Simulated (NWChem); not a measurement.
System: CH$_{4}$O$_{3}$Si; SMILES O=CO[SiH2]O

```xyz
9

O      0.9222    -1.5157     0.2808
C     -0.1971    -1.5717    -0.1610
O     -0.9950    -0.5272    -0.3085
Si    -0.4261     1.0089     0.2409
O      1.0700     1.3243    -0.3672
H     -0.6810    -2.5123    -0.4966
H     -0.4781     0.9508     1.7255
H     -1.3808     1.9816    -0.3303
H      1.7104     0.6345    -0.1460
```
Atoms are numbered in this order, from 1.

Results from NWChem. Pople sets run with spherical d functions. All runs use the structure optimised with PBE0/def2-SVP. Vertical excitations in the gas phase; the lowest state need not have the same character in each row.

Q: Among these, which level gives the lowest value of “lowest excitation, singlet (eV)”?
A) PBE/6-31G*, full TDDFT
B) LRC-wPBEh/6-31G*, full TDDFT
C) B3LYP/6-31G*, full TDDFT
D) PBE0/6-31G*, full TDDFT

A: A, PBE/6-31G*, full TDDFT. Values: PBE/6-31G*, full TDDFT 5.60; B3LYP/6-31G*, full TDDFT 5.82; LRC-wPBEh/6-31G*, full TDDFT 5.87; PBE0/6-31G*, full TDDFT 5.88
